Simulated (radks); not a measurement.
The numbers below are computed, except where a source is named.
Task: These are the eigenvalues of the occupied orbitals of an atom or ion with whole-number occupations (eV). Code: a radial shooting solver on a logarithmic mesh with Libxc functionals. Model: scalar-relativistic Kohn-Sham, LDA (Slater exchange, Perdew-Wang correlation), spin-polarised, spherical densities, finite nucleus; Fermi nuclear charge, rms radius of each element as measured or else 0.836 A^(1/3) + 0.57 fm.

| orbital | eigenvalue |
|---|---|
| 1s up | -4878.864 |
| 1s down | -4878.802 |
| 2s up | -559.1641 |
| 2s down | -558.7256 |
| 2p up | -467.5659 |
| 2p down | -467.2119 |
| 3s up | -84.9818 |
| 3s down | -83.8269 |
| 3p up | -61.2224 |
| 3p down | -60.0559 |
| 3d up | -25.6172 |
| 4s up | -19.8144 |

Which element is it, and in what charge state? The configuration may be excited. Open shells, if any, are filled with parallel spins first.

Result: Z = 22, titanium, charge +2: Ti2+ in [Ar] 3d1 4s1. The list shows which subshells hold electrons but not how many an open one holds; the 1s level, -179.29 hartree, gives Z - s = 18.9 by -(Z - s)^2/2, which with screening and relativity narrows Z to a few neighbours, and the depths of the outer levels then fix element, charge and occupations together.
